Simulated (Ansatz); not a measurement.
A structure relaxed at r2SCAN-D4/def2-SVP in Ansatz, charge 0, singlet:

```xyz
7

Ni   -0.1249   -0.3160   -0.9798
Ni   -0.2060   -0.0100    2.4976
Ni    2.1206    0.0658   -0.9263
Si   -2.1876   -1.0712   -1.0994
Si   -1.2907   -0.8550    0.9305
Si    0.9277    0.4746    0.8270
Si    0.7610    1.7117   -1.2496
```

Task: Give its formula.

Result: the cluster Si₄Ni₃.

Task: Summarise the bond lengths by kind (pairs closer than 1.2 times the sum of covalent radii, bridged metal pairs left out).

Result: 8 × Ni–Si 2.08 to 2.30 Å; 3 × Si–Si 2.23 to 2.59 Å; 1 × Ni–Ni 2.28 Å.

The restricted singlet is unstable towards broken spin symmetry in Hartree–Fock (as tested in another run); at r2SCAN-D4/def2-SVP this wasn't settled. The relaxation made no stability test and no search for a lower SCF solution. No other spin state of charge 0 was run. Another isomer (triplet) lies 1.28 eV lower at PBE0-D4/def2-TZVP; other spin states weren't run for this one.
